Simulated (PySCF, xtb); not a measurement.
3-fluoro-3-methylbut-1-yne (C5H7F), SMILES C#CC(C)(C)F.

GFN2-xTB (xtb) at its own geometry gives an orbital gap of 6.66 eV and a dipole moment of 2.46 D.

The structure is a stationary point at TPSSh-D3(BJ)/def2-SVP.

### Question
What does B3LYP/def2-TZVP (PySCF) give? (An estimate is asked for; the answer gives what the named calculation found.)

### Answer
gap 7.91 eV (levels -7.79 and 0.11 eV), dipole 1.92 D.
